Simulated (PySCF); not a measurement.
A PySCF script (with the pyscf-properties extension) for the NMR shieldings of `InChI=1S/C2H7F3OSi2/c3-1-2(4,5)8-6-7/h1,8H2,7H3`, on a GFN2-xTB geometry:

```python
import basis_set_exchange as bse
import numpy as np
from pyscf import gto, dft
from pyscf.prop import nmr

atoms = """
F    -2.800841    0.955821    0.496371
C    -2.513820   -0.333677    0.122728
C    -1.008731   -0.498933   -0.040757
F    -0.733222   -0.856627   -1.337782
F    -0.599771   -1.587057    0.690310
Si    0.025263    1.076110    0.445232
O     1.565961    0.679769    0.261077
Si    2.886886   -0.191385   -0.171091
H    -2.891744   -0.990978    0.910421
H    -3.036967   -0.523454   -0.818525
H    -0.322172    2.108179   -0.518320
H    -0.216443    1.323977    1.857248
H     2.523421   -1.603216   -0.185725
H     3.263973    0.309642   -1.490201
H     3.853791    0.139819    0.872205
"""
names = dict.fromkeys(["F", "C", "Si", "O", "H"], "pcSseg-1")
basis = {el: gto.basis.parse(bse.get_basis(n, elements=[el], fmt="nwchem")) for el, n in names.items()}
mol = gto.M(atom=atoms, basis=basis, charge=0, verbose=0)
mf = dft.RKS(mol, xc="PBE0")
mf.grids.level = 2
mf.grids.alignment = dft.numint.BLKSIZE   # the property module wants whole blocks of grid points
mf.conv_tol = 1e-9
mf.kernel()

calc = nmr.RKS(mf)   # GIAO
C = mf.mo_coeff
Co = C[:, mf.mo_occ > 0]
resp = mf.gen_response(singlet=True, hermi=2)
def vind(x):   # induced exchange potential for any number of trial vectors
    d = np.einsum("pi,xij,qj->xpq", C, 2 * x.reshape(-1, C.shape[1], Co.shape[1]), Co, optimize=True)
    return np.einsum("xpq,pi,qj->xij", resp(d - d.transpose(0, 2, 1)), C, Co, optimize=True).ravel()
mo1, _ = nmr.rhf.solve_mo1(calc, with_cphf=vind)
sigma = calc.kernel(mo1)
for i, s in enumerate(sigma):   # ppm
    print("%2d %-2s %9.2f" % (i, mol.atom_pure_symbol(i), np.trace(s) / 3))
```

Question: Give the expected output.

Answer: 
```
 0 F     445.49
 1 C      91.30
 2 C      51.30
 3 F     300.54
 4 F     301.06
 5 Si    389.90
 6 O     341.69
 7 Si    385.56
 8 H      26.47
 9 H      26.44
10 H      26.58
11 H      26.58
12 H      26.45
13 H      26.50
14 H      26.50
```

These numbers come from an equivalent density-fitted implementation of the same equations, which agrees with the script to about 0.01 ppm for H and up to a few tenths of a ppm for heavy atoms, so last digits may differ.

Question: Turn these shieldings into chemical shifts. Referencing at the same level of theory: CFCl3 for ¹⁹F (170.95 ppm); ¹³C (186.93 ppm), ²⁹Si (349.16 ppm), ¹H (31.72 ppm) vs TMS; ¹⁷O (336.08 ppm) vs H2O.

Answer: Averaging equivalent atoms: F 3/4: -129.9; F 0: -274.5; C 2: 135.6; C 1: 95.6; Si 7: -36.4; Si 5: -40.7; O 6: -5.6; H 8/9: 5.26; H 12/13/14: 5.23; H 10/11: 5.14 ppm. Unscaled 19F shifts against computed CFCl3 carry errors that often reach 10 to 50 ppm. Experimental scales use liquid or dissolved standards, which lie at an offset from isolated H2O (liquid H2O: subtract about 36 ppm).

Size and cost of the density-fitted run: 185 basis functions, 58 s wall time on 1 thread of an Intel Xeon, shared host; peak memory 0.83 GiB.
